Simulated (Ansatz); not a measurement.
Relaxation of C$_{2}$H$_{3}$FN$_{2}$Si (9 atoms, charge 0, multiplicity 1), to a largest force component of 0.02 eV/Å in at most 50 steps.

Theory: Ansatz 0.2.0, UKS PBE-D4/6-31G*.

```xyz
9
Properties=species:S:1:pos:R:3:forces:R:3
N 2.562 -1.117 -1.701 3.52 -0.43 -2.07
C 1.571 -0.845 -1.046 2.19 -0.60 -1.80
C 0.581 -0.601 -0.376 8.07 -2.56 -6.53
N -0.246 -0.346 0.299 -15.33 4.37 11.20
Si -1.617 0.529 1.017 2.33 -0.09 0.90
F -1.385 2.103 0.707 -0.25 0.24 -0.01
H 3.080 -0.220 -1.905 0.11 -0.41 -0.29
H -2.868 0.109 0.444 -0.74 -0.42 -0.61
H -1.589 0.342 2.543 0.10 -0.10 -0.80
```

Task: Where does it end, and by what steps?

Result: It converged. After 17 steps the energy has fallen by 1.778 eV; N4 moved furthest, 0.47 Å. The start is strongly strained (largest force component 15 eV/Å).

```csv
step,energy less start (eV),largest force component (eV/Å),accepted
0,0.0000,15.330,yes
1,-1.5559,1.262,yes
2,-1.6233,0.544,yes
3,-1.6383,0.525,yes
4,-1.6880,0.260,yes
5,-1.6712,0.919,no
6,-1.7089,0.189,yes
7,-1.7263,0.210,yes
8,-1.7494,0.226,yes
9,-1.7445,0.455,no
10,-1.7646,0.246,yes
11,-1.7721,0.358,yes
12,-1.7270,1.754,no
13,-1.7763,0.187,yes
14,-1.7664,0.233,no
15,-1.7768,0.088,yes
16,-1.7780,0.040,yes
17,-1.7781,0.014,yes
```

```xyz
9
Properties=species:S:1:pos:R:3
N 2.591 -0.979 -1.633
C 1.580 -0.553 -1.000
C 0.514 -0.823 -0.262
N -0.517 -0.716 0.419
Si -1.580 0.535 1.010
F -1.156 2.043 0.586
H 3.117 -0.190 -2.061
H -2.918 0.221 0.427
H -1.541 0.416 2.497
```

Whether the end is a true minimum wasn't checked by a vibrational analysis.

The run took 64 s on 2 threads of Arm Neoverse V2, with other jobs on the host, peak memory 0.23 GiB.
